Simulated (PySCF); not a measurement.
# Vertical excitation energies

Compound: C₄H₁₁NSi.
Z-matrix (Å and degrees, GFN2-xTB geometry), rows numbered from 1:
```
C 
C   1  1.3208
C   2  1.4850  1  124.83
Si  3  1.9100  2  110.88  1  -107.08
N   4  1.7219  3  107.26  2   167.56
C   5  1.4452  4  124.76  3    52.22
H   1  1.0768  2  122.19  3   178.63
H   1  1.0780  2  121.53  3    -1.53
H   2  1.0828  1  119.81  3  -178.31
H   3  1.0916  2  109.11  1   132.22
H   3  1.0903  2  109.94  1    14.16
H   4  1.4761  3  107.95  2   -67.07
H   4  1.4627  3  111.77  2    54.24
H   5  1.0090  4  116.28  3  -161.71
H   6  1.0920  5  109.97  4  -156.05
H   6  1.0872  5  109.03  4   -37.19
H   6  1.0961  5  112.69  4    83.04
```

Level of theory: TDDFT PBE0/def2-SVPD, vertical, gas phase, core orbitals frozen in the response in PySCF 2.14.0, density-fitted response routines.

| state | λ (nm) | E (eV) | f | \|μ\| (D) | main configurations (H = HOMO, L = LUMO) |
| --- | --- | --- | --- | --- | --- |
| S1 | 217.2 | 5.71 | 0.0079 | 0.60 | H→L (70%), H→L+1 (22%) |
| S2 | 200.3 | 6.19 | 0.034 | 1.20 | H→L+1 (71%), H→L (23%) |
| S3 | 196.5 | 6.31 | 0.019 | 0.90 | H→L+2 (93%) |
| S4 | 187.8 | 6.60 | 0.093 | 1.93 | H-1→L (75%), H-1→L+1 (10%) |
| S5 | 182.8 | 6.78 | 0.0038 | 0.39 | H-1→L+2 (57%), H-1→L+1 (22%), H→L+3 (16%) |
| S6 | 175.8 | 7.05 | 0.090 | 1.83 | H→L+3 (63%), H-1→L+1 (23%) |
| S7 | 174.5 | 7.10 | 0.168 | 2.50 | H-1→L+1 (28%), H-1→L+2 (26%), H→L+3 (13%) |
| S8 | 171.6 | 7.23 | 0.018 | 0.80 | H→L+5 (52%), H→L+4 (25%), H-1→L+1 (9%) |

Triplets (Tamm–Dancoff): T1 4.28 eV, H-1→L (53%), H→L (22%), H-1→L+1 (10%); T2 5.49 eV, H→L (49%), H→L+1 (27%), H-1→L (10%); T3 6.11 eV, H→L+2 (60%), H→L+1 (32%).

The lowest singlet lies at 5.71 eV (217 nm, ultraviolet) and is weak; its leading configuration is HOMO→LUMO (70%). The strongest level in the table is S7 at 7.10 eV (175 nm, f = 0.168). Löwdin shares by element: HOMO nitrogen 46%, carbon 16% or more, silicon 9% (atoms not listed hold the other 29%); LUMO carbon 54% or more, silicon 13% (atoms not listed hold the other 33%). Weighted by f, the mean energy of these states is 6.86 eV. Of the 8 states listed, 6 reach f = 0.01 and none stays under 0.0005. The listed states span 1.52 eV, and the widest gap between neighbours is 0.48 eV (S1 to S2). Singlets were solved by full linear response, triplets in the Tamm–Dancoff approximation.

One conformer stands for the species.
